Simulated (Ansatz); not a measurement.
Reaction (redistribution): `CB(O)Br` + `O[CH2][Zn][F]` → `CB(O)CO` + `[F][Zn][Br]`

Program: Ansatz. Geometries: PBE0-D4/def2-TZVP. ΔE: electronic, gas phase. CCSD(T)/CBS is the MP2 limit (def2-TZVPP, def2-QZVPP) plus CCSD(T) − MP2 in def2-TZVPP, frozen cores. DFT in def2-TZVPP. B3LYP here is the variant with VWN-RPA as its local correlation; programs differ in this. For Br, Zn outer-core shells are correlated without core-valence functions, which leaves a few kJ/mol of doubt a bond. Scalar relativity is left out up to krypton. Each species was taken in one conformer, which may not be the lowest.

(1) Is it downhill or uphill in electronic energy at CCSD(T)/CBS, and by how much? (Estimate.)

(2) What do these levels give: r2SCAN-D4, B3LYP-D4, PBE0, B3LYP, MP2/def2-TZVPP, MP2/def2-QZVPP? (Best estimate.)

Largest T1 diagnostic among the species: 0.016.

Results:

(1) Ansatz gave: Downhill: ΔE = -18.6 kcal/mol.

(2) Ansatz gave: r2SCAN-D4 -14.9, B3LYP-D4 -15.6, PBE0 -16.3, B3LYP -15.6, MP2/def2-TZVPP -14.9, MP2/def2-QZVPP -16.2 kcal/mol.

From PBE to PBE0 (25 % exact exchange), in def2-TZVPP and without D4, ΔE moves by −4.3 kcal/mol. In def2-TZVPP, CCSD(T) changes the Hartree–Fock value by +10.2 kcal/mol (the triples alone add +1.6 kcal/mol) and MP2 by +12.1 kcal/mol.
